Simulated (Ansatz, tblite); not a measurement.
Cost and result up the ladder for the cluster AgF2 (the lowest doublet isomer of a short search) (3 atoms). Charge 0, multiplicity 2. Geometry: PBE-D4/def2-TZVP.

| atom | x (Å) | y (Å) | z (Å) |
| --- | --- | --- | --- |
| Ag1 | 0.0000 | 0.0000 | 0.0000 |
| F2 | -1.7888 | -0.7424 | 0.0765 |
| F3 | 1.7888 | 0.7424 | -0.0765 |

Ansatz on 4 threads of Arm Neoverse V1 on a shared host; xTB runs through tblite on one thread. Times are rough, summed over both states, and most runs start from the orbitals of an earlier one. CAM-B3LYP-D4/def2-TZVP serves as the yardstick here, not as an exact answer. The other state is a quartet at its own geometry.

In the def2 sets Ag takes a core potential; there is no spin–orbit coupling. The xTB rows come from tblite. LC-ωPBE has ω = 0.4 bohr⁻¹. HSE06 is defined as in plane-wave codes, on full-range PBE exchange. Correlated methods freeze 2 core orbitals; core or outer-core shells of Ag are correlated, in sets that lack core-valence functions. In CCSD on the charge 0 quartet the largest single amplitude is 0.41, so its Hartree–Fock determinant may place the open shell otherwise than the density functionals do. HOMO above LUMO, or a gap near zero within one spin, warns that the state may not be the lowest or that an electron is smeared out. The structure comes from a short search, and lower isomers may exist.

Run but left out: HF/STO-3G, HF/def2-TZVP, HF/def2-TZVPP, MP2/def2-TZVP, MP2/def2-TZVPP (quartet: a determinant that CCSD turns far, T1 0.088).

Correlated methods converge slowly with the basis.

xTB has no spin-polarisation term.

| level | functions | wall time | quartet − doublet (eV) | difference from CAM-B3LYP-D4/def2-TZVP (eV) | remarks |
| --- | --- | --- | --- | --- | --- |
| GFN1-xTB | 17 | 0.005 s | 4.09 | -0.83 | – |
| GFN2-xTB | 17 | 0.005 s | 4.86 | -0.06 | – |
| HSE06-D4/def2-TZVP | 102 | 5.1 s | 4.75 | -0.17 | – |
| LC-ωPBE/def2-TZVP | 102 | 6.4 s | 5.21 | 0.29 | – |
| CAM-B3LYP-D4/def2-TZVP | 102 | 6.6 s | 4.92 | 0.00 | – |
| PBE-D4/def2-TZVP | 102 | 8.2 s | 4.22 | -0.70 | gap within one spin near zero (doublet) |
| PBE0-D4/def2-TZVP | 102 | 9 s | 4.76 | -0.16 | – |
| r2SCAN0-D4/def2-TZVP | 102 | 13 s | 4.70 | -0.22 | – |
| r2SCAN-D4/def2-TZVP (with forces) | 102 | 17 s | 4.36 | -0.56 | – |
| CCSD(T)/def2-TZVPP | 118 | 56 s | 5.28 | 0.36 | large T1 (0.088) (quartet) |
